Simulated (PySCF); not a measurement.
Trend along the chalcogens: MPb molecules

CCSD(T) with triple-zeta basis sets in PySCF, for the lowest determinant that a PBE0 search found; no spin–orbit coupling. De refers to high-spin ground-configuration atoms.

```json
{"M": "O", "basis": "x2c-TZVPPall", "reference, frozen orbitals": "RHF, 35", "state (unpaired electrons)": "singlet (closed shell)", "Re (Å)": "1.929", "ωe (cm⁻¹)": "729", "De (eV)": "4.82"}
{"M": "S", "basis": "def2-TZVPP", "reference, frozen orbitals": "RHF, 9", "state (unpaired electrons)": "singlet (closed shell)", "Re (Å)": "2.307", "ωe (cm⁻¹)": "435", "De (eV)": "4.48"}
{"M": "Se", "basis": "def2-TZVPP", "reference, frozen orbitals": "RHF, 13", "state (unpaired electrons)": "singlet (closed shell)", "Re (Å)": "2.422", "ωe (cm⁻¹)": "284", "De (eV)": "4.22"}
```

The shortest bond is that of PbO (1.929 Å), the longest that of PbSe (2.422 Å).

The rows differ in basis set, which adds steps of its own.

Down a group the atoms grow and get heavier, so bonds lengthen and wavenumbers fall; this series shows no clear exception.

Correlated steps freeze the inner cores (9 to 35 orbitals); shallow outer-core shells are correlated. These are scalar-relativistic numbers at best; spin–orbit coupling would shift them, the dissociation energy most. Where the molecule has an RHF reference, its open-shell atoms are computed with UHF. The CCSD T1 diagnostic is raised in PbO, PbS, PbSe, a sign that a single reference may not be enough there.
